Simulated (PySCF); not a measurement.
PySCF 2.14 output of an unrestricted PBE calculation on a single atom or ion in aug-cc-pCVTZ-DK with one added diffuse shell each of s, p, d, f type (9s8p6d4f, 91 functions), with the spin-free X2C one-electron Hamiltonian (Gaussian nucleus):

```
SCF conv_tol = 1e-09
number electrons alpha = 9  beta = 5
    J. P. Perdew, K. Burke, and M. Ernzerhof.,  Phys. Rev. Lett. 77, 3865 (1996)
    J. P. Perdew, K. Burke, and M. Ernzerhof.,  Phys. Rev. Lett. 78, 1396 (1997)
    J. P. Perdew, K. Burke, and M. Ernzerhof.,  Phys. Rev. Lett. 77, 3865 (1996)
    J. P. Perdew, K. Burke, and M. Ernzerhof.,  Phys. Rev. Lett. 78, 1396 (1997)
cycle= 1 E= -289.473084318171  delta_E= -0.00863  |g|= 0.0191  |ddm|= 0.478
cycle= 2 E= -289.473312394931  delta_E= -0.000228  |g|= 0.00996  |ddm|=  0.1
cycle= 3 E= -289.473358178232  delta_E= -4.58e-05  |g|= 0.00136  |ddm|= 0.0269
cycle= 4 E= -289.473384064985  delta_E= -2.59e-05  |g|= 0.000628  |ddm|= 0.0284
cycle= 5 E= -289.473390749566  delta_E= -6.68e-06  |g|= 0.000191  |ddm|= 0.0216
cycle= 6 E= -289.473390857132  delta_E= -1.08e-07  |g|= 2.01e-05  |ddm|= 0.00368
cycle= 7 E= -289.473390857786  delta_E= -6.55e-10  |g|= 9.66e-07  |ddm|= 0.000723
converged SCF energy = -289.473390857786  <S^2> = 6.0000173  2S+1 = 5.0000069
```

The run itself started from symmetry-adapted Hartree-Fock orbitals and held the occupation by maximum overlap, on a logarithmic radial grid, so the iterations belong to that start.

Q: Which element, charge and spin multiplicity is this?

A: Si (silicon, neutral), multiplicity 5; the state was [Ne] 3s1 3p2 4s1, high-spin 5P determinant (an excited configuration).

The outer electron is Rydberg-like, and this basis confines it to a smaller radius and binds it less than a complete one would.
